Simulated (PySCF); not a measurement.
C4H5N3O.
Z-matrix (Å and degrees, GFN2-xTB geometry), rows numbered from 1:
```
C 
N   1  1.4307
N   2  1.3159  1  122.06
C   3  1.3195  2  104.87  1  -179.03
C   4  1.4101  3  107.94  2     0.02
C   5  1.4527  4  130.28  3  -179.79
O   6  1.2043  5  125.00  4    -0.24
N   2  1.2986  1  122.71  3  -178.90
H   1  1.0919  2  110.27  3    86.13
H   1  1.0878  2  108.68  3  -154.13
H   1  1.0882  2  108.80  3   -33.43
H   4  1.0689  3  122.59  2  -179.78
H   6  1.1059  5  112.85  4   179.83
```

The closed-shell ground state was solved at several levels (PySCF, density fitting, gas phase, non-relativistic). GFN2-xTB frequencies show an imaginary mode (25i cm⁻¹), so this geometry is no minimum at that level.

```csv
level,basis functions,total energy (Eh),HOMO (eV),LUMO (eV),gap (eV),dipole (D)
B3LYP/def2-SVPD,203,-394.6037,-7.52,-2.03,5.49,4.05
B3LYP/pcJ-1,266,-394.8798,-7.41,-1.88,5.53,3.99
```

**Question.** Estimate the row for PBE0/pcSseg-1, a basis of 161 functions; the other rows only guide the guess.

**Answer.** Total energy -394.3864 Eh, HOMO -7.68 eV, LUMO -1.67 eV, gap 6.01 eV, dipole 4.01 D.

**Question.** Over all these levels, which gives the widest orbital gap and which the narrowest?

**Answer.** PBE0/pcSseg-1 (global hybrid, 25 % exact exchange) has the widest, 6.01 eV, and B3LYP/def2-SVPD (global hybrid, 20 % exact exchange) the narrowest, 5.49 eV. Functional and basis both differ between the two, so the spread mixes both effects.

**Question.** How far do the dipole and the HOMO energy spread over the levels?

**Answer.** The dipole runs from 3.99 to 4.05 D (mean 4.02 D) and the HOMO from -7.68 to -7.41 eV.

One conformer stands for the species.
